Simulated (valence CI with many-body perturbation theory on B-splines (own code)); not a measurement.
**Run record, Ge XI**

Method: valence CI with perturbative core correlation (CI+MBPT): four valence electrons over a frozen Dirac-Fock core [Ar], radial functions for each j: 7 s, 7 p, 8 d, 6 f, 4 g, 1 h, with the one-electron correlation potential Σ1 (screened to all orders), the two-electron term Σ2, the three-electron term Σ3, Breit, model QED; selected single and double excitations, second order for the rest, scaled by the run's own slope (own B-spline code, finite nucleus).

Command, and the settings that its task file holds:

```sh
python run_cv.py task.json out
```

```
atom Ge  Z=32  mass_number=74  rms_radius_fm=4.0742
core [Ar]
valence 3d4
avg = 1
basis = M
beyond = 1
breit = 1
cap = 32000
capref = 2200
cscale = 1
de = 0.0
dress = 0
eps = 2e-08
extrap = 1
h = 0.27
hh = 1
l2 = 3
lcore = 6
maxit = 60
n2 = 5
natural = 1
nlev = 190
nno = [4, 4, 5, 4, 3, 1]
nroot = 40
nsp = [3, 3, 3, 2, 1, 0]
pt2 = 1
qed = 1
rpa = 1
s1 = 1
s2 = 1
s3 = 1
screen = 1
tol = 2e-05
whole = 1
```

It took 2.4 min on 1 thread of Intel(R) Xeon(R) Processor @ 2.30GHz, on a shared host.

Log. The first blocks belong to the next ion, which gives the ionisation energy. Fields: 2J, parity (1 odd), roots, reference size, generating configurations, candidates as configurations/state functions, variational space P, stored matrix elements, Davidson steps; e2 is the range of second-order energies in hartree. The first line gives the box (bohr), its intervals, the orbitals and the steps of their self-consistent field. Window is the range of levels sought, series limit the energy at which the first omitted orbital would enter, core excitation an estimate of the first excitation out of the core, left out the lowest levels not solved, and shifts from estimates the range by which levels moved from their first estimate, all in cm⁻¹.

```
rmax 10.4 intervals 62 orbitals 59 references ['3d4', '3d3 4s', '3d3 4p'] scf 6 t 1.3
2J=3 par=0 roots 2 ref 41 generators 6 cand 1008/2708 P 1030/2749 nnz 2e+06 it 6
2J=3 par=0 roots 2 ref 41 generators 10 cand 522/1391 P 1552/4140 nnz 3.5e+06 it 5
   second order: generators 22 cand 5823/13720 e2 -0.00002 -0.00001
2J=5 par=0 roots 2 ref 45 generators 5 cand 845/2850 P 866/2895 nnz 2.4e+06 it 5
2J=5 par=0 roots 2 ref 45 generators 12 cand 464/1403 P 1330/4298 nnz 4.1e+06 it 5
   second order: generators 23 cand 6920/19111 e2 -0.00002 -0.00002
2J=7 par=0 roots 2 ref 35 generators 3 cand 1025/3160 P 1043/3195 nnz 2.9e+06 it 5
2J=7 par=0 roots 2 ref 35 generators 9 cand 494/1433 P 1537/4628 nnz 5e+06 it 6
   second order: generators 17 cand 5813/17027 e2 -0.00003 -0.00002
reference levels 1454, estimated 340, window 956147 1/cm; series limit 1887607, core excitation 650944
2J=0 par=0 roots 8 ref 37 generators 14 cand 1926/3882 P 3047/6393 nnz 4.4e+06 it 6
2J=0 par=0 roots 8 ref 37 generators 29 cand 2933/6760 P 5980/13153 nnz 1.3e+07 it 7
   second order: generators 84 cand 44425/108668 e2 -0.00020 -0.00002
2J=2 par=0 roots 12 ref 93 generators 16 cand 765/3831 P 1249/6396 nnz 5.9e+06 it 9
2J=2 par=0 roots 12 ref 93 generators 30 cand 4163/23455 P 5412/29851 nnz 7.7e+07 it 10
   second order: generators 82 cand 36173/220413 e2 -0.00018 -0.00002
2J=4 par=0 roots 18 ref 133 generators 10 cand 394/2929 P 890/6357 nnz 6.5e+06 it 8
2J=4 par=0 roots 18 ref 133 generators 22 cand 3524/23057 P 4414/29414 nnz 9.2e+07 it 8
   second order: generators 58 cand 29236/256122 e2 -0.00019 -0.00003
2J=6 par=0 roots 15 ref 136 generators 14 cand 403/3181 P 834/6357 nnz 6.4e+06 it 8
2J=6 par=0 roots 15 ref 136 generators 28 cand 3045/25326 P 3879/31683 nnz 1.1e+08 it 13
   second order: generators 68 cand 36139/369841 e2 -0.00141 -0.00004
2J=8 par=0 roots 14 ref 121 generators 14 cand 460/3485 P 863/6272 nnz 6.7e+06 it 8
2J=8 par=0 roots 14 ref 121 generators 25 cand 3103/25407 P 3966/31679 nnz 1.1e+08 it 10
   second order: generators 65 cand 35654/368342 e2 -0.00098 -0.00003
2J=10 par=0 roots 7 ref 88 generators 11 cand 707/4058 P 1139/6371 nnz 6.3e+06 it 8
2J=10 par=0 roots 7 ref 88 generators 21 cand 3270/25491 P 4409/31862 nnz 1e+08 it 9
   second order: generators 61 cand 32482/301215 e2 -0.00030 -0.00004
2J=12 par=0 roots 4 ref 56 generators 9 cand 820/3846 P 1353/6363 nnz 6.4e+06 it 6
...
2J=10 par=1 roots 1 ref 91 generators 9 cand 2353/16907 P 3355/23152 nnz 6.3e+07 it 8
   second order: generators 25 cand 17389/157834 e2 -0.00012 -0.00012
2J=0 par=1 roots 1 ref 37 generators 6 cand 1642/3425 P 2811/5961 nnz 4.1e+06 it 4
2J=0 par=1 roots 1 ref 37 generators 9 cand 1239/2488 P 4050/8449 nnz 7.1e+06 it 5
   second order: generators 20 cand 16908/42480 e2 -0.00005 -0.00005
2J=12 par=1 roots 1 ref 53 generators 3 cand 864/5004 P 1506/7515 nnz 7.8e+06 it 4
2J=12 par=1 roots 1 ref 53 generators 6 cand 1783/10212 P 3289/17727 nnz 3.7e+07 it 5
   second order: generators 20 cand 16082/138003 e2 -0.00010 -0.00010
left out: unestimated 1373632, estimated 1021126, shifts from estimates -176 to 298
operators 2.9
```

The Davidson iterations converged.

No measured spectrum was set against this ion. As an estimate, terms of the open shell hold to 2 to 4 % of their energy, and close levels can change places. Excitations out of the core, of the other parity, are not computed and may begin above about 64.6 eV (a cautious bound); beyond it only levels of the ground parity were kept, without lifetimes.

```
Valence energy                            : -51.03805 hartree
Ionisation energy                         : 286.87 eV (NIST: 286 ± 3 eV (theoretical))
Reference configurations for the orbitals : 3d4, 3d3 4s, 3d3 4p
Radial orbitals                           : 59
Box radius                                : 10.42 bohr
Largest variational space                 : 31862
Lowest levels                             : 3d4 5D_0 0.0000, 3d4 5D_1 0.1077, 3d4 5D_2 0.2924, 3d4 5D_3 0.5272, 3d4 5D_4 0.7945, 3d4 3P_0 [a] 5.033, 3d4 3H_4 5.321, 3d4 3H_5 5.575, 3d4 3P_1 [a] 5.637, 3d4 3H_6 5.774, 3d4 3F_3 [a] 5.992, 3d4 3F_2 [a] 6.045, 3d4 3F_4 [a] 6.132, 3d4 3P_2 [a] 6.455 eV
```

Letters in brackets count levels of one name in rising energy.
